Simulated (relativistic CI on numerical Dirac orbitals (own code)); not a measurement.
**How well does a small relativistic CI reproduce Ag IV?**

Method of calculation: Dirac-Coulomb-Breit CI, separate exchange-only KLI orbitals for each configuration, model QED (radiative potential, 1s self-energy scaled to tabulated hydrogen-like ionisation energies), valence Slater integrals scaled by 0.85, P86 correlation energy added to each configuration (own radial code, finite nucleus).

CI space (outside the closed core [Ar] 3d10 4s2): 4p6 4d8, 4p6 4d7 5s, 4p6 4d7 4f, 4p6 4d7 5p, 4p6 4d7 5d, 4p6 4d7 6s, 4p6 4d7 6p, 4p5 4d9, 4p6 4d6 5s 5p, 4p6 4d7 6d, 4p6 4d7 7s, 4p6 4d7 5f, 4p6 4d7 7p, 4p6 4d7 5g, 4p6 4d7 7d, 4p6 4d6 4f 5s, 4p5 4d8 4f, 4p6 4d6 5s2, 4p6 4d5 4f 5s2, 4p6 4d5 5s2 5p, 4p6 4d5 5s2 5d, 4p6 4d5 5s2 6s, 4p6 4d5 5s2 6p. Double excitations out of closed p, d and f shells are left out; levels of such configurations are missing from the list, as are those of other unlisted configurations, and high levels can miss mixing partners.

| Configuration | Term (tabulated) | J | Measured (cm⁻¹) | Computed | Error | Purity (%) |
| --- | --- | --- | --- | --- | --- | --- |
| 4p6 4d8 | 3F | 4 | 0.0 | 0 | 0 | 99 |
| 4p6 4d8 | 3F | 3 | 4172.5 | 3998 | -174 | 100 |
| 4p6 4d8 | 3F | 2 | 5829.6 | 5787 | -43 | 87 |
| 4p6 4d8 | 3P | 1 | 15899.8 | 17105 | 1205 | 99 |
| 4p6 4d8 | 3P | 0 | 16092.4 | 17330 | 1238 | 97 |
| 4p6 4d8 | 1G | 4 | 20570.0 | 20918 | 348 | 99 |
| 4p6 4d8 | 1S | 0 | 47138.6 | 48952 | 1814 | 97 |
| 4p6 4d7 5s | 5F | 5 | 96396.7 | 102562 | 6165 | 97 |
| 4p6 4d7 5s | 5F | 4 | 99147.1 | 105234 | 6087 | 96 |
| 4p6 4d7 5s | 5F | 3 | 101260.5 | 107268 | 6007 | 98 |
| 4p6 4d7 5s | 5F | 2 | 102632.7 | 108603 | 5971 | 97 |
| 4p6 4d7 5s | 5F | 1 | 103471.6 | 109424 | 5953 | 96 |
| 4p6 4d7 5s | 3F | 4 | 107022.3 | 113818 | 6795 | 91 |
| 4p6 4d7 5s | 5P † | 2 | 110779.0 | 118214 | 7435 | 75 |
| 4p6 4d7 5s | 5P † | 3 | 111004.7 | 118234 | 7229 | 88 |
| 4p6 4d7 5s | 5P | 1 | 112611.7 | 119990 | 7378 | 87 |
| 4p6 4d7 5s | 3F | 2 | 112688.9 | 119412 | 6723 | 87 |
| 4p6 4d7 5s | 3G | 5 | 115550.4 | 121574 | 6023 | 85 |
| 4p6 4d7 5s | 3G | 4 | 116806.0 | 122852 | 6046 | 73 |
| 4p6 4d7 5s | 3G | 3 | 119119.2 | 125026 | 5907 | 96 |
| 4p6 4d7 5s | 3P | 0 | 120216.2 | 127912 | 7696 | 100 |
| 4p6 4d7 5s | 3H | 6 | 120871.3 | 126877 | 6006 | 100 |
| 4p6 4d7 5s | 3P | 2 | 121832.9 | 129590 | 7757 | 85 |
| 4p6 4d7 5s | 3H | 5 | 122456.2 | 128449 | 5993 | 83 |
| 4p6 4d7 5s | 3P | 0 | 125857.9 | 133518 | 7660 | 100 |
| 4p6 4d7 5s | 1H | 5 | 127929.3 | 134155 | 6226 | 87 |
| 4p6 4d7 5s | 3F | 2 | 132758.4 | 140425 | 7667 | 96 |
| 4p6 4d7 5s | 3F | 3 | 133265.3 | 140927 | 7662 | 95 |
| 4p6 4d7 5s | 3F | 4 | 134577.9 | 142143 | 7565 | 97 |
| 4p6 4d7 5s | 1F | 3 | 138852.0 | 146738 | 7886 | 95 |
| 4p6 4d7 5s | 3D | 1 | 152454.1 | 159830 | 7376 | 99 |
| 4p6 4d7 5p | 5F° | 5 | 160255.4 | 164189 | 3934 | 68 |
| 4p6 4d7 5p | 5F° | 2 | 164677.7 | 168544 | 3866 | 64 |
| 4p6 4d7 5p | 5G° | 6 | 165602.1 | 169082 | 3480 | 96 |
| 4p6 4d7 5p | 5F° | 1 | 166077.8 | 169917 | 3839 | 75 |
| 4p6 4d7 5p | 5S° | 2 | 168493.3 | 173489 | 4996 | 89 |
| 4p6 4d7 5p | 5D° | 0 | 168748.3 | 172826 | 4078 | 93 |
| 4p6 4d7 5p | 3G° | 4 | 173069.0 | 176665 | 3596 | 73 |

Measured levels from measured levels as listed in Gamrath, thesis, University of Mons (2023); pairs were made by configuration, J and term (by order where the table uses no LS term), so strongly mixed levels may be paired wrongly.

Mean error by configuration (cm⁻¹): 4p6 4d8 731; 4p6 4d7 5s 6752; 4p6 4d7 5p 3970. Over the excited levels the mean absolute error is 5176 cm⁻¹ (37 of the 69 excited levels that our extract of the source holds in range could be paired, and the others can miss by more), and the median relative error of those above 1,000 cm⁻¹ is 5.2 %. Some levels of the ground configuration have no partner. † marks terms whose computed intervals miss the measured ones by more than a factor of 2.5, or configurations far off the rest, from wrong mixing, a near crossing or a doubtful label or measurement; they are left out of the means.
